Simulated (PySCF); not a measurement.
Cl₂Sn, charge +1, doublet, geometry from GFN2-xTB (such geometries of metal compounds can be far from the true shape) (a state made from the parent by changing its charge; the spin is typed, not shown lowest) (core potentials on Sn); PBE0/def2-SVP (PySCF).

PySCF was given this input:
```python
from pyscf import gto, scf, dft

mol = gto.Mole()
mol.atom = '''
    Sn    0.00755256   -0.00709993    0.44602132
    Cl    1.31419946    1.64977004   -0.65225992
    Cl   -1.33641287   -1.62888789   -0.65956749
'''
mol.basis = 'def2-svp'
mol.ecp = {'Sn': 'def2-svp'}
mol.charge = 1
mol.spin = 1
mol.verbose = 4
mol.build()

mf = dft.UKS(mol)
mf.xc = 'pbe0'
mf.kernel()
```

The log (banner, timings and long lists left out):

```
PySCF version 2.14.0

[INPUT] verbose = 4
[INPUT] num. atoms = 3
[INPUT] num. electrons = 55
[INPUT] charge = 1
[INPUT] spin (= nelec alpha-beta = 2S) = 1
[INPUT] symmetry False subgroup None
[INPUT] Mole.unit = angstrom
[INPUT] Symbol           X                Y                Z      unit          X                Y                Z       unit  Magmom
[INPUT]  1 Sn     0.007552560000  -0.007099930000   0.446021320000 AA    0.014272269939  -0.013416923204   0.842858140517 Bohr   0.0
[INPUT]  2 Cl     1.314199460000   1.649770040000  -0.652259920000 AA    2.483477052451   3.117613544113  -1.232592610831 Bohr   0.0
[INPUT]  3 Cl    -1.336412870000  -1.628887890000  -0.659567490000 AA   -2.525454313644  -3.078151999721  -1.246401916767 Bohr   0.0

nuclear repulsion = 202.669099466715
number of shells = 26
number of NR pGTOs = 133
number of NR cGTOs = 62
basis = def2-svp
ecp = {'Sn': 'def2-svp'}

******** <class 'pyscf.dft.uks.UKS'> ********
method = UKS
initial guess = minao
damping factor = 0
level_shift factor = 0
DIIS = <class 'pyscf.scf.diis.CDIIS'>
diis_start_cycle = 1
diis_space = 8
diis_damp = 0
SCF conv_tol = 1e-09
SCF conv_tol_grad = None
SCF max_cycles = 50
direct_scf = True
direct_scf_tol = 1e-13
number electrons alpha = 28  beta = 27
XC library pyscf.dft.libxc version 7.1.2
    S. Lehtola, C. Steigemann, M. J. T. Oliveira, and M. A. L. Marques,  SoftwareX 7, 1–5 (2018)
XC functionals = pbe0
    C. Adamo and V. Barone,  J. Chem. Phys. 110, 6158 (1999)
    M. Ernzerhof and G. E. Scuseria,  J. Chem. Phys. 110, 5029 (1999)
radial grids:
    Treutler-Ahlrichs [JCP 102, 346 (1995); DOI:10.1063/1.469408] (M4) radial grids

becke partition: Becke, JCP 88, 2547 (1988); DOI:10.1063/1.454033
pruning grids: <function nwchem_prune>
grids dens level: 3
symmetrized grids: False
atomic radii adjust function: <function treutler_atomic_radii_adjust>
small_rho_cutoff = 0
Set gradient conv threshold to 3.16228e-05
tot grids = 59720
init E= -1111.57427473422

cycle= 1 E= -1131.48675899346  delta_E= -19.9  |g|= 2.04  |ddm|=  5.1
cycle= 2 E= -1130.45607385224  delta_E= 1.03  |g|= 2.76  |ddm|=  5.2
cycle= 3 E= -1133.68350292932  delta_E= -3.23  |g|= 0.426  |ddm|= 2.78
cycle= 4 E= -1133.78973764665  delta_E= -0.106  |g|= 0.306  |ddm|=  1.2
cycle= 5 E= -1133.85558960008  delta_E= -0.0659  |g|= 0.0269  |ddm|= 0.372
cycle= 6 E= -1133.85637608603  delta_E= -0.000786  |g|= 0.00796  |ddm|= 0.06
cycle= 7 E= -1133.85646840917  delta_E= -9.23e-05  |g|= 0.00279  |ddm|= 0.0228
cycle= 8 E= -1133.85648236082  delta_E= -1.4e-05  |g|= 0.000892  |ddm|= 0.0089
cycle= 9 E= -1133.85648544258  delta_E= -3.08e-06  |g|= 0.000431  |ddm|= 0.00596
cycle= 10 E= -1133.85648585369  delta_E= -4.11e-07  |g|= 0.000136  |ddm|= 0.00208
cycle= 11 E= -1133.85648588857  delta_E= -3.49e-08  |g|= 2.49e-05  |ddm|= 0.000627
cycle= 12 E= -1133.85648589124  delta_E= -2.67e-09  |g|= 1.12e-05  |ddm|= 0.000179
cycle= 13 E= -1133.85648589138  delta_E= -1.4e-10  |g|= 1.23e-05  |ddm|= 4.55e-05
Extra cycle  E= -1133.85648589117  delta_E= 2.1e-10  |g|= 2.18e-05  |ddm|= 4.93e-05
converged SCF energy = -1133.85648589117  <S^2> = 0.7588902  2S+1 = 2.0088705
```
